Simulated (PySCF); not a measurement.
**Potential energy of BPd along the bond**

Set-up: basis B def2-TZVPP, Pd def2-TZVPP with ECP28; scalar-relativistic core potentials; PySCF 2.14. Energies in eV from B + Pd (4d10) in their ground configurations at the same level. State: ²Σ⁺ (doublet), unpaired electrons σ ↑.

All columns are PBE0. A positive dipole means B(−)Pd(+).

| R (Å) | E (eV) | μ (D) | Mulliken charge on B (basis-dependent) | HOMO (eV) | LUMO (eV) | Mayer bond order | ⟨S²⟩ |
| --- | --- | --- | --- | --- | --- | --- | --- |
| 1.524 | -2.885 | 0.96 | -0.36 | -5.06 | -2.55 | 2.19 | 0.76 |
| 1.595 | -3.449 | 1.13 | -0.30 | -5.11 | -2.59 | 2.12 | 0.76 |
| 1.666 | -3.761 | 1.29 | -0.23 | -5.15 | -2.63 | 2.06 | 0.76 |
| 1.719 | -3.872 | 1.38 | -0.18 | -5.18 | -2.65 | 2.01 | 0.76 |
| 1.772 | -3.902 | 1.45 | -0.13 | -5.20 | -2.66 | 1.95 | 0.76 |
| 1.825 | -3.872 | 1.50 | -0.09 | -5.23 | -2.68 | 1.90 | 0.76 |
| 1.896 | -3.761 | 1.52 | -0.04 | -5.26 | -2.69 | 1.82 | 0.77 |
| 1.985 | -3.544 | 1.51 | 0.01 | -5.30 | -2.70 | 1.72 | 0.77 |
| 2.091 | -3.220 | 1.43 | 0.04 | -5.33 | -2.71 | 1.60 | 0.77 |
| 2.233 | -2.749 | 1.26 | 0.07 | -5.35 | -2.70 | 1.44 | 0.78 |

A fit through these points gives, at Re = 1.770 Å, μ = 1.45 D and dμ/dR = 1.11 D/Å; the reduced mass is 9.973 u.

Q: How strong is the fundamental in the double-harmonic approximation, I = 42.26·(dμ/dR)²/μred km/mol?

A: I = 42.26·(1.11)²/9.973 = 5.22 km/mol at PBE0.

The metal atom is held in its measured ground configuration; semilocal functionals can put another filling of s and d lower by some tenths of an eV, and De to that atom would be smaller. These are scalar-relativistic numbers at best; spin–orbit coupling would shift them, the dissociation energy most. The state is the lowest single determinant that the PBE0 search found; with open d or f shells the true ground state can be another one.
